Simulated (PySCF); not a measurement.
Partial charges of 5,5-difluoro-1,3-dioxane

Species: 5,5-difluoro-1,3-dioxane, C4H6F2O2.
Z-matrix (Å and degrees, PBE0-D3(BJ)/def2-SVP geometry), rows numbered from 1:
```
F 
C   1  1.3518
F   2  1.3558  1  107.51
C   2  1.5197  1  109.64  3   119.12
O   4  1.4002  2  110.18  1    72.43
C   5  1.3910  4  111.87  2    54.96
O   6  1.3917  5  112.51  4   -61.94
C   7  1.3999  6  111.93  5    61.67
H   4  1.0988  2  109.49  1   -46.86
H   4  1.1082  2  108.04  1  -165.37
H   6  1.1152  5  109.76  4    60.55
H   6  1.0972  5  107.37  4  -179.80
H   8  1.0988  2  109.51  1    46.85
H   8  1.1085  2  107.90  1   165.22
```

Density: PBE0/pcSseg-1 (PySCF); schemes: Mulliken, IAO, Hirshfeld and ESP-fitted. Geometry: PBE0-D3(BJ)/def2-SVP, one conformer, isolated molecule.

Q: What partial charge does each atom carry?

A: In e; atoms taken as equivalent share a row and are averaged (×n: the atom named and its like, n in all):

| atom | environment | Mulliken | IAO | Hirshfeld | ESP-fitted |
| --- | --- | --- | --- | --- | --- |
| F1/F3 | fluorine of a CF2 group | -0.293 | -0.299 | -0.097 | -0.259 |
| C2 | CF2 carbon | +0.419 | +0.544 | +0.166 | +0.569 |
| C4/C8 | sp3 carbon bound to oxygen | +0.059 | -0.090 | -0.019 | -0.058 |
| O5/O7 | cyclic ether oxygen | -0.494 | -0.384 | -0.145 | -0.338 |
| C6 | sp3 carbon bearing two oxygens | +0.295 | +0.129 | +0.070 | +0.145 |
| H9/H10/H13/H14 | methylene hydrogen | +0.131 | +0.151 | +0.048 | +0.100 |
| H11/H12 | methylene hydrogen | +0.109 | +0.135 | +0.046 | +0.097 |

Mean size of the charges over all atoms: Mulliken 0.225 e, IAO 0.221 e, ESP-fitted 0.187 e, Hirshfeld 0.075 e. Each set sums to the total charge, 0, to within 0.001 e. The Mulliken scheme gives each basis function's population to the atom it is centred on and halves the overlap population of two atoms between them. The IAO scheme counts the electrons in orthogonalised intrinsic atomic orbitals, a minimal basis polarised so that it spans the occupied orbitals exactly.

Some averages cover members that differ in this geometry: H11/H12, IAO +0.095 to +0.175; H11/H12, ESP-fitted +0.061 to +0.132; F1/F3, ESP-fitted -0.290 to -0.227; H11/H12, Mulliken +0.080 to +0.139 e.

Lowest charge. All schemes agree: Mulliken O5/O7 (-0.494); IAO O5/O7 (-0.384); Hirshfeld O5/O7 (-0.145); ESP-fitted O5/O7 (-0.338).

Highest charge. All schemes agree: Mulliken C2 (+0.419); IAO C2 (+0.544); Hirshfeld C2 (+0.166); ESP-fitted C2 (+0.569).

Q: Sum the charges by element.

A: 
```json
{"element": "F", "atoms": "2", "Mulliken": "-0.587", "IAO": "-0.599", "Hirshfeld": "-0.194", "ESP-fitted": "-0.517"}
{"element": "C", "atoms": "4", "Mulliken": "+0.831", "IAO": "+0.493", "Hirshfeld": "+0.197", "ESP-fitted": "+0.598"}
{"element": "O", "atoms": "2", "Mulliken": "-0.988", "IAO": "-0.767", "Hirshfeld": "-0.290", "ESP-fitted": "-0.675"}
{"element": "H", "atoms": "6", "Mulliken": "+0.743", "IAO": "+0.873", "Hirshfeld": "+0.286", "ESP-fitted": "+0.594"}
```

Q: How many electrons does the Hirshfeld scheme count on F3?

A: Its own charge is -0.096 e, so Z − q = 9.096.
